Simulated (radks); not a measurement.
The numbers below are computed, except where a source is named.
Spherical quantum dot in the effective-mass picture: electrons in a parabolic well V = omega^2 r^2 / 2 with omega = 0.0571, with a point charge +2 (a donor) at the centre, all in effective atomic units (hartree* = m*/eps^2 hartree, bohr* = eps/m* bohr), one dielectric constant everywhere. Level of theory: non-relativistic Kohn-Sham, PBE, spin-polarised, spherical densities (a radial shooting solver with Libxc functionals). Levels are named by radial order and angular momentum (1s, 1p, 1d, 2s, ...), and open shells are averaged over m.

N = 9, configuration 1s2 1p(up 3, down 2) 2s2. This is the lowest configuration that the search found (a dilute case). Occupied levels:

| level | occupation | eigenvalue (hartree*) | <r> (bohr*) |
|---|---|---|---|
| 1s down | 1 | 0.24138 | 0.9485 |
| 1s up | 1 | 0.24139 | 0.9481 |
| 2s up | 1 | 0.72718 | 9.005 |
| 2s down | 1 | 0.73096 | 8.904 |
| 1p up | 3 | 0.74206 | 9.662 |
| 1p down | 2 | 0.74618 | 9.592 |

Energy (hartree*): total 0.130165, kinetic 3.0732, external -7.2766, Hartree 6.0076, exchange-correlation -1.6741.
